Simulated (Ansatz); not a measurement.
Start from `CC/C=C/[SiH3]` and change one atom or group (the configuration at the double bond changes too) to get `[SiH3]/C=C\CCl`.

Ansatz, PBE0-D4/def2-TZVP geometries, multiplicity 1. Each molecule was computed in one conformer, which needn't be the lowest.

```csv
property,`CC/C=C/[SiH3]`
LUMO energy (PBE0/def2-TZVPP) / eV,-0.22
size of the dipole moment (B3LYP/def2-TZVPP) / D,1.40
HOMO energy (B3LYP/def2-TZVPP) / eV,-7.31
HOMO–LUMO gap (PBE0/def2-TZVPP) / eV,7.31
HOMO energy (PBE0/def2-TZVPP) / eV,-7.53
HOMO energy (PBE/def2-TZVPP) / eV,-6.44
```

Give the same properties after the change, and the shifts. (Estimate.)

Computed: 
| property | `[SiH3]/C=C\CCl` | shift |
| --- | --- | --- |
| LUMO energy (PBE0/def2-TZVPP) / eV | -0.91 | -0.69 |
| size of the dipole moment (B3LYP/def2-TZVPP) / D | 1.67 | 0.27 |
| HOMO energy (B3LYP/def2-TZVPP) / eV | -7.72 | -0.41 |
| HOMO–LUMO gap (PBE0/def2-TZVPP) / eV | 7.04 | -0.27 |
| HOMO energy (PBE0/def2-TZVPP) / eV | -7.95 | -0.42 |
| HOMO energy (PBE/def2-TZVPP) / eV | -6.80 | -0.36 |

With PBE0 the HOMO falls by 0.42 eV and the LUMO falls by 0.69 eV, so the gap narrows by about 0.27 eV. PBE moves the HOMO by -0.36 eV and ωB97M-V by -0.40 eV. Dipoles are sizes alone; their direction can turn.

B3LYP here is the variant with VWN-RPA as its local correlation; programs differ in this.
